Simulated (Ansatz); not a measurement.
Results of the Gaussian-basis code of Ansatz.

Basis-set series for CH$_{7}$HfNO$_{3}$ (`C[NH][Hf]([OH])([OH])[OH]`). The species carries charge 0 and has multiplicity 1. Hf takes the def2 core potential. The structure was optimised at the PBE0-D4/def2-TZVP level. It is one conformer, not always the lowest.

```csv
functional,basis,functions,energy (Eh),HOMO (eV),LUMO (eV)
PBE0-D4,def2-TZVPP,309,-370.78509,-6.41,0.08
PBE0-D4,def2-QZVPP,576,-370.80467,-6.46,-0.23
ωB97M-V,def2-TZVPP,309,-370.95752,-8.72,1.21
ωB97M-V,def2-QZVPP,576,-370.97618,-8.78,0.61
```

(1) Give the rows for def2-SVP. (Best estimate.)

Results:

(1) The calculation gave: 
```
functional     basis  functions  energy (Eh)  HOMO (eV)  LUMO (eV)
   PBE0-D4  def2-SVP        137   -370.37901      -6.26       0.30
   ωB97M-V  def2-SVP        137   -370.53888      -8.57       1.50
```

Positive LUMOs are unbound and depend on the basis.
